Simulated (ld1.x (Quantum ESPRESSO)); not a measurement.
**Ranking TM potentials for I (Z = 53)**

All share these settings but for the change named:

ld1.x (Quantum ESPRESSO) 7.5 input, shortened:

```
&input
   title='I', zed=53., rel=2, dft='PBE', iswitch=3,
   config='[Kr] 4d10 5s2 5p5 5d-2', rel_dist='average'
 /
 &inputp
   pseudotype=2, tm=.true., lloc=0,
   nlcc=.true., new_core_ps=.true., rcore=0.85
 /
3
5P  2  1   5.00   0.00  2.10  2.10  0.0
5D  3  2  -2.00   0.25  2.10  2.10  0.0
5S  1  0   2.00   0.00  1.75  1.75  0.0
 &test
   configts(1)='5s2 5p5'
 /
```

Open shells are filled in proportion to 2j + 1 (rel_dist='average').

Cutoff: the first of the cutoffs (Ry, on a coarse ladder) from which the occupation-weighted sum of valence levels, in a spherical-Bessel basis at the reference potential, stays within 10 and 1 mRy of its value at 400 Ry; the density cutoff is not measured.

The base gives 35 Ry.

Of 7 variants that were run, those that failed, showed a ghost or another fault, or gave nearly equal values are left out.

Problem. Rank these variants from softest to hardest (loose cutoff).
A. all radii but the core radius scaled by about 1.29 (s 2.26, p 2.72, d 2.72 bohr)
B. all radii but the core radius scaled by about 1.38 (s 2.42, p 2.90, d 2.90 bohr)
C. all radii but the core radius scaled by about 1.12 (s 1.96, p 2.36, d 2.36 bohr)

Solution. B (18 Ry), A (25 Ry), C (30 Ry).
